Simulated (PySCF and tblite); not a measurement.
Values are calculated unless marked as measured or tabulated.
C7H8O, numbered as in [O:1]=[CH:2][C:3]1=[CH:4][CH2:5][CH2:6][CH:7]=[CH:8]1: conformational analysis

Level: CAM-B3LYP-D3(BJ)/pcSseg-1 (IEF-PCM, acetone)//GFN2-xTB, thermal terms from GFN2-xTB, symmetry numbers and mirror pairs counted. Conformers within 3 kcal/mol (GFN2-xTB free energy) were kept, 8 at most. GIAO shieldings: CAM-B3LYP/pcSseg-1 (IEF-PCM, acetone). Couplings: B3LYP/6-31G* with pcJ-1 on H (gas phase; spin-dipole term only for pairs with B, N, F, Si or P). Couplings are for ¹H; a prime marks the second kind of pair between the same two sets of atoms. H–H couplings come out 0.1 to 0.9 Hz lower than with pcJ-1 on all atoms. Shifts are against TMS (¹H), TMS (¹³C) at the same level. (PySCF 2.14, tblite 0.8.)

Torsions listed: O1–C2–C3–C4. The 6-ring runs over atoms 3–4–5–6–7–8. Of a mirror pair one member is shown.

```csv
conformer,shape,symmetry,E(GFN2) kcal/mol,E(DFT) kcal/mol,G(298.15 K) kcal/mol,weight %,dipole D
1,"6-ring half-chair (ring torsions 31, -42, 30, -1, -14, -2°); -177°",C1 (pair),0.17,0.00,0.00,98.0,5.39
2,"6-ring half-chair (ring torsions 30, -42, 30, -2, -14, -2°); 3°",C1 (pair),0.00,2.38,2.32,2.0,4.36
```

Weights (%) against temperature:

```tsv
T (K)	1	2	S(mix) cal/mol/K
200	99.7	0.3	1.42
250	99.1	0.9	1.48
298.15	98.0	2.0	1.57
350	96.5	3.5	1.68
400	94.7	5.3	1.79
```

Averaged shifts at 298.15 K. ¹H: 9.52 (H2, 1H), 7.30 (H4, 1H), 6.71 (H8, 1H), 6.42 (H7, 1H), 2.65 (H5, 2H), 2.40 (H6, 2H) ppm. ¹³C: 204.5 (C2), 166.9 (C4), 146.5 (C3), 141.2 (C7), 128.6 (C8), 27.9 (C5), 25.8 (C6) ppm.

Averaged couplings (Hz): ³J(H4,H5) 6.2, ²J(H5,H5) -20.2, ³J(H5,H6) 12.0, ³J(H5,H6′) 10.6, ²J(H6,H6) -18.4, ³J(H6,H7) 5.3, ³J(H7,H8) 11.3.

Coordinates of conformer 1 (Å):

```xyz
16

O     3.314    0.662   -0.407
C     2.495   -0.219   -0.478
C     1.077   -0.097   -0.131
C     0.254   -1.157   -0.188
C    -1.175   -1.045    0.229
C    -1.729    0.359   -0.026
C    -0.743    1.420    0.367
C     0.567    1.200    0.300
H     2.777   -1.235   -0.825
H     0.623   -2.132   -0.475
H    -1.785   -1.791   -0.282
H    -1.224   -1.269    1.303
H    -2.667    0.490    0.516
H    -1.952    0.481   -1.093
H    -1.138    2.385    0.647
H     1.299    1.957    0.533
```

Coordinates of conformer 2 (Å):

```xyz
16

O     3.289    0.771   -0.183
C     2.545   -0.144    0.069
C     1.084   -0.105   -0.033
C     0.458    0.994   -0.491
C    -1.023    1.030   -0.658
C    -1.725    0.126    0.358
C    -1.011   -1.186    0.513
C     0.305   -1.278    0.346
H     2.944   -1.122    0.409
H     1.039    1.850   -0.802
H    -1.395    2.052   -0.575
H    -1.247    0.686   -1.676
H    -2.760   -0.039    0.058
H    -1.744    0.619    1.338
H    -1.600   -2.036    0.823
H     0.834   -2.208    0.492
```

Shifts are unscaled: against experiment ¹³C can be off by 15 ppm or more and ¹H by 0.8 ppm.

Search and properties took 2.1 min on 1 thread of Arm Neoverse V1, on a host shared with other jobs (rough), launched as `OMP_NUM_THREADS=1 python ens_run.py task.json out`.
